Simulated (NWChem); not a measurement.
System: NH₃SeO; SMILES O[Se]N

```xyz
6

Se     0.4045     0.0047    -0.0057
O     -0.6908    -1.4474    -0.0709
H     -0.8883    -1.6884     0.8433
N     -0.6931     1.4250    -0.0076
H     -1.2522     1.5681     0.8285
H     -1.2328     1.5638    -0.8575
```
Atoms are numbered in this order, from 1.

Computed with NWChem. All runs use the structure optimised with PBE0/def2-SVP. Ions are spin-unrestricted doublets at the neutral geometry; other ion states weren't tried.

For level PBE/def2-SVP:

```yaml
vertical ionisation energy, ΔSCF (eV): 8.66
"−ε(HOMO) (eV)": 4.92
```

What are these values for level PBE0/def2-SVP?

The vertical ionisation energy, ΔSCF (eV) is 8.89 and the −ε(HOMO) (eV) comes out as 6.28.
